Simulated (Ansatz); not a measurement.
Relaxing a trial structure of H5InO3Se

The starting geometry of this gas-phase singlet was optimised with GFN2-xTB.

```xyz
10

In   -0.4529   -0.2850    0.1341
O    -1.3103    1.4063    0.5788
O     0.3535   -0.5899   -1.6355
O    -1.0817   -1.8567    1.0888
Se    1.9997    0.8762    0.6232
H    -2.1198    1.2660    1.0646
H    -0.2128   -0.9824   -2.2957
H    -0.6312   -2.6470    0.7979
H     1.2893    2.1136    0.4367
H     2.1662    0.6988   -0.7930
```

Predict what it relaxes into with PBE0-D4/def2-SVP.

It rearranges, giving a structure given below by its coordinates. Distances that change by over a tenth: In1–O3 (1.97 → 2.34 Å). Contacts that open: Se5–H10 (1.44 → 3.70 Å). Contacts that close: O3–H10 (2.38 → 0.97 Å).

The energy falls by 1.58 eV over 28 steps:

| step | E − E(last) (eV) |
| --- | --- |
| 1 | 1.579 |
| 4 | 1.364 |
| 7 | 1.340 |
| 10 | 1.314 |
| 13 | 1.081 |
| 16 | 0.172 |
| 19 | 0.106 |
| 22 | 0.029 |
| 25 | 0.001 |
| 28 | 0.000 |

Final geometry (Å):

```yaml
atoms:
  - { symbol: In, position_ang: [0.0305, -0.2562, 0.5799] }
  - { symbol: O, position_ang: [-1.2711, 1.0879, -0.2483] }
  - { symbol: O, position_ang: [0.1567, -0.3972, -1.7479] }
  - { symbol: O, position_ang: [-0.8714, -1.9282, 1.1918] }
  - { symbol: Se, position_ang: [2.2767, 0.6471, 1.2697] }
  - { symbol: H, position_ang: [-2.1867, 0.9962, 0.0374] }
  - { symbol: H, position_ang: [-0.5550, 0.2924, -1.6663] }
  - { symbol: H, position_ang: [-0.2962, -2.4984, 1.7134] }
  - { symbol: H, position_ang: [1.7886, 2.0083, 0.9913] }
  - { symbol: H, position_ang: [0.9280, 0.0482, -2.1211] }
```

No frequencies were run, so the end isn't proven a minimum. Atoms past krypton carry core potentials, without spin–orbit terms. Run with Ansatz 0.2.0, 2.1 min on 2 threads of Arm Neoverse V2, with other jobs on the host.
